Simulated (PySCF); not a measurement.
A structure optimised at PBE-D3(BJ)/def2-SVP, used in a PySCF frequency run:

```xyz
8

Al     0.6865    -1.0226     0.0000
F      2.3342    -1.2799     0.0000
I     -0.2026     1.2757     0.0000
O     -0.3248    -2.3833     0.0000
C     -1.7129    -2.6109     0.0000
H     -2.0046    -3.1999    -0.8973
H     -2.0046    -3.1999     0.8973
H     -2.3106    -1.6703     0.0000
```
Charge 0, spin multiplicity 1.

Problem. Write its SMILES, formula and point group.

Solution. C[O][Al]([F])[I], CH₃AlFIO, Cs

Problem. What are its rotational constants (standard atomic weights)?

Solution. 2.9566, 1.0963, 0.80388 GHz
